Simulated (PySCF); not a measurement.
C2H6ClGe, SMILES [Ge]([CH3])([CH3])[Cl] (connectivity only; charge and spin as stated), charge +1, multiplicity 1.

Geometry: B3LYP-D3(BJ)/def2-SVP. The spin state was assumed, not searched. The isomer is the one that the SMILES or the coordinates give; other isomers of the formula were not compared.

Two levels are set side by side: PBE/def2-TZVP (PySCF) and B3LYP/def2-TZVP (PySCF). Same geometry, gas phase. Differences are taken from unrounded values.

```json
[
 {"quantity": "orbital gap (eV)", "B3LYP": "5.67"},
 {"quantity": "highest occupied level (eV)", "B3LYP": "-13.89"},
 {"quantity": "lowest empty level (eV)", "B3LYP": "-8.22"},
 {"quantity": "mean polarisability (bohr³)", "B3LYP": "60.6"}
]
```

Problem. What does PBE give, and how far is it from B3LYP? (The exact figures need the calculation; the answer reports its results.)

Solution. 
| quantity | PBE | PBE minus B3LYP |
|---|---|---|
| orbital gap (eV) | 4.05 | -1.62 |
| highest occupied level (eV) | -12.82 | 1.07 |
| lowest empty level (eV) | -8.77 | -0.55 |
| mean polarisability (bohr³) | 62.0 | 1.3 |

Without exact exchange PBE keeps part of each electron's self-repulsion, which lifts occupied levels and narrows the gap. Differences between two approximate levels are no errors against the true value.

Rough cost on one machine, each run with all the roots and properties that it gave: B3LYP against PBE within a factor of 2.
